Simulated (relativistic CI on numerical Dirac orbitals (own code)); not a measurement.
**Line list: Electric-dipole lines, La I**

Computed by Dirac-Coulomb-Breit CI, orbitals from a KLI potential per configuration, model QED (radiative potential, 1s self-energy scaled to tabulated hydrogen-like ionisation energies), valence Slater integrals scaled by 0.85, P86 correlation energy added to each configuration (own radial code, finite nucleus).

CI space (outside the closed core [Xe]): 5d6s², 5d²6s, 5d³, 5d6s6p, 6s²4f, 6s²6p, 5d²6p, 5d6s4f, 5d6s6d, 5d6s6f, 5d²6d, 5d6s6g, 6s²7p, 6s²5f, 6s6p7s, 5d6s7s, 6s²8s, 5d²7s, 6s²5g, 5d4f5g, 6s²7d, 6s6p6d, 5d²5f, 5d6s7p, 5d6p7s, 5d4f6g, 6s4f5g, 6s²6f, 5d6p², 4f6p², 6p³, 6s4f6p, 4f²6p, 4f6p6d, 6s6p², 6p²6d, 6s4f5f, 4f5f6p, 4f5f6d, 5d4f6f, 4f²6f, 4f6p6f, 5d5f², 4f5f², 5f²6p, 5d4f6p, 6s4f6f, 4f6d6f. Double excitations out of closed p, d and f shells are left out; levels of such configurations are missing from the list, as are those of other unlisted configurations, and high levels can miss mixing partners. These lack a partner that the ground configuration has and come out too high: 6s²7p, 6s²5f, 6s²8s, 6s²5g, 6s²7d.

```csv
λ vac (nm),Lower,Upper,A (s⁻¹),gf,Branching (%)
501.56,5d²6s ⁴F3/2 [3],5d²6p ⁴D°5/2 [68],1.30e+06,2.94e-02,0.9
505.12,5d²6s ⁴F7/2 [5],5d²6p ⁴D°7/2 [72],1.44e+07,4.40e-01,10.2
507.60,5d²6s ⁴F5/2 [4],5d²6p ⁴D°5/2 [68],2.39e+07,5.54e-01,16.9
510.15,5d²6s ⁴F3/2 [3],5d²6p ⁴D°3/2 [66],2.78e+07,4.34e-01,19.3
512.60,5d6s² ²D3/2 [1],5d²6p ⁴F°3/2 [58],2.99e+06,4.71e-02,4.0
515.46,5d²6s ⁴F3/2 [3],5d²6p ⁴D°1/2 [64],1.35e+08,1.07e+00,94.0
516.40,5d²6s ⁴F5/2 [4],5d²6p ⁴D°3/2 [66],1.09e+08,1.74e+00,75.4
516.48,5d²6s ⁴F7/2 [5],5d²6p ⁴D°5/2 [68],1.09e+08,2.61e+00,76.7
516.89,5d²6s ⁴F9/2 [6],5d²6p ⁴D°7/2 [72],1.18e+08,3.78e+00,84.0
527.63,5d6s² ²D5/2 [2],5d²6p ⁴F°5/2 [59],2.07e+06,5.18e-02,2.7
535.71,5d6s² ²D5/2 [2],5d²6p ⁴F°3/2 [58],2.43e+06,4.18e-02,3.2
564.27,5d²6s ⁴F7/2 [5],5d²6p ⁴F°9/2 [62],8.24e+06,3.93e-01,10.9
570.11,5d²6s ⁴F5/2 [4],5d²6p ⁴F°7/2 [61],1.19e+07,4.64e-01,15.9
575.54,5d²6s ⁴F3/2 [3],5d²6p ⁴F°5/2 [59],1.09e+07,3.26e-01,14.5
578.99,5d²6s ⁴F9/2 [6],5d²6p ⁴F°9/2 [62],6.27e+07,3.15e+00,83.3
581.33,5d²6s ⁴F7/2 [5],5d²6p ⁴F°7/2 [61],5.13e+07,2.08e+00,68.7
583.50,5d²6s ⁴F5/2 [4],5d²6p ⁴F°5/2 [59],4.71e+07,1.44e+00,62.6
585.16,5d²6s ⁴F3/2 [3],5d²6p ⁴F°3/2 [58],5.47e+07,1.12e+00,72.3
593.40,5d²6s ⁴F5/2 [4],5d²6p ⁴F°3/2 [58],1.23e+07,2.60e-01,16.3
595.27,5d²6s ⁴F7/2 [5],5d²6p ⁴F°5/2 [59],1.13e+07,3.60e-01,15.0
596.98,5d²6s ⁴F9/2 [6],5d²6p ⁴F°7/2 [61],7.64e+06,3.27e-01,10.2
```

Terms are leading LS components. Brackets give the number of a level in order of energy, since labels repeat. The list gives strong lines, with weight on those to low levels, without lines whose two gauges differ by over a factor of 2.5, among the lowest 400 of 3015 levels, so that lines to higher ones, which can be the strongest, are missing, and without lines across small gaps between configurations, and without 182 lines that miss the measured interval by over 3.5 %, start from a term whose rates miss tabulated ones by over 60 %, have gauges far apart or, lacking measured levels, span too small a gap for the errors found; lines with a level outside our table were not tested and can miss by more. Levels whose partners in the same complex of configurations lie outside the list can be far off, and so can their lines. Rates are taken at the computed energies, electric ones in the length gauge.

Correlation outside the listed configurations is missing or only estimated: errors of thousands of cm⁻¹ between configurations and terms are usual at this charge. Rates and lifetimes follow the computed energies and can be off by large factors. The fine structure of a lone outer electron comes out too small, for d and f at times inverted, and misplaced configurations move strength between like terms. 49 of the 68 excited levels that our extract of the measured tables holds in this range could be paired (the sources list more); they are missed by 1432 cm⁻¹ on average and 8922 at most, and levels without a partner can miss by more.

LS names give the leading component of a level, which can be under half, so a name can repeat, a term be missing and a line seem to break the LS rules.
